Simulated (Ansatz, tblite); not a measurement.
Removing and adding an electron: the cluster Si₃Ge (the lowest singlet isomer of a short search). The state is a singlet with charge 0. Geometry: r2SCAN-D4/def2-SVP. Ansatz, gas phase; energy differences of separate SCF runs; the oxidised species was run as a doublet alone; the reduced species was run as a doublet alone.

Cartesian coordinates in Å:
```
Si -1.195 0.132 0.106
Si -0.178 -1.862 0.710
Si 1.190 -0.174 -0.099
Ge 0.183 1.904 -0.717
```

The xTB rows come from tblite. Correlated methods freeze 24 core orbitals; core or outer-core shells of Ge are correlated, in sets that lack core-valence functions. In CCSD on the charge 1 doublet the largest single amplitude is 0.23, so its Hartree–Fock determinant may place the open shell otherwise than the density functionals do. The structure comes from a short search, and lower isomers may exist.

Estimate orbital energies and vertical ionisation energies and electron affinities at: GFN1-xTB; GFN2-xTB; PBE-D4/def2-TZVP; PBE-D4/def2-TZVPD; r2SCAN-D4/def2-TZVP; r2SCAN-D4/def2-TZVPD; PBE0-D4/def2-TZVP; PBE0-D4/def2-TZVPD; CCSD/def2-TZVPP; CCSD(T)/def2-TZVPP.


```
               level  −HOMO (eV)  vertical IE (eV)  −LUMO (eV)  vertical EA (eV)  HOMO–LUMO gap (eV)  IE − EA (eV)                                                                                                       remarks
            GFN1-xTB        9.43             11.38        8.98                 –                0.45             –                                                                                                             –
            GFN2-xTB        6.29              9.30        5.48              2.60                0.81          6.70                                                                                                             –
    PBE-D4/def2-TZVP        5.45              7.94        4.30                 –                1.16             –                                                                                                             –
   PBE-D4/def2-TZVPD        5.48                 –        4.32              2.08                1.16             –                                                                                  HOMO above zero (-1 doublet)
 r2SCAN-D4/def2-TZVP        5.67              8.03        4.34                 –                1.33             –                                                                                                             –
r2SCAN-D4/def2-TZVPD        5.68                 –        4.34              2.28                1.34             –                                                                                                             –
   PBE0-D4/def2-TZVP        6.34              8.07        3.65                 –                2.69             –                                                                                                             –
  PBE0-D4/def2-TZVPD        6.36                 –        3.67              2.14                2.69             –                                                                                                             –
     CCSD/def2-TZVPP           –              8.12           –                 –                   –             –  large T1 (0.058) (+1 doublet), restricted SCF unstable (singlet), spin-contaminated (⟨S²⟩ 1.12) (+1 doublet)
  CCSD(T)/def2-TZVPP           –              8.23           –                 –                   –             –  large T1 (0.058) (+1 doublet), restricted SCF unstable (singlet), spin-contaminated (⟨S²⟩ 1.12) (+1 doublet)
```

Run but left out: HF/def2-TZVPP (singlet: restricted singlet, unstable towards broken spin symmetry); MP2/def2-TZVPP (charge +1 doublet: ⟨S²⟩ 1.12, where a pure state has 0.75).   A HOMO above zero means that the electron is unbound at that level or that self-interaction error raises the level; the energy of removing that electron tells which. Raw xTB energy differences between charge states are shifted by several eV; the methods need an empirical correction for them.
